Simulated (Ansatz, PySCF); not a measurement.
C3H13NSi2, SMILES [SiH3]C(NC)([SiH3])C.

Coordinates come from a r2SCAN-D4/def2-SVP optimisation. The structure was generated by enumeration, and PubChem lists no compound with its InChIKey, so it may never have been made. Other conformers were not sampled.

Vertical ionisation energy (IE) and electron affinity (EA) in eV. Rows of orbital energies are one-electron estimates. Where ΔSCF, EOM or ADC give a negative EA the extra electron is unbound and the value depends on the basis.

```tsv
level	IE	EA
−ε(HOMO), −ε(LUMO), CAM-B3LYP/def2-TZVP (PySCF)	[?]	[?]
−ε(HOMO), −ε(LUMO), PBE/def2-TZVP (PySCF)	5.22	0.45
ΔSCF, CAM-B3LYP/def2-SVPD (Ansatz), final states of multiplicity 2 and 2	8.61	-1.62
ΔSCF, PBE/def2-SVPD (Ansatz), final states of multiplicity 2 and 2	8.32	-1.20
```

### Question
What belongs in the gaps? (An estimate is asked for; the answer gives what the named calculation found.)

### Answer

- −ε(HOMO), −ε(LUMO), CAM-B3LYP/def2-TZVP (PySCF), IE: 7.98
- −ε(HOMO), −ε(LUMO), CAM-B3LYP/def2-TZVP (PySCF), EA: -1.33

### Question
What vertical singlet–triplet gap does ΔSCF give with CAM-B3LYP/def2-SVPD (Ansatz, a first-principles code) and with PBE/def2-SVPD (Ansatz)? (Estimate from the structure and the level; the computed values follow.)

### Answer
5.86 and 5.22 eV (triplet above singlet where positive).
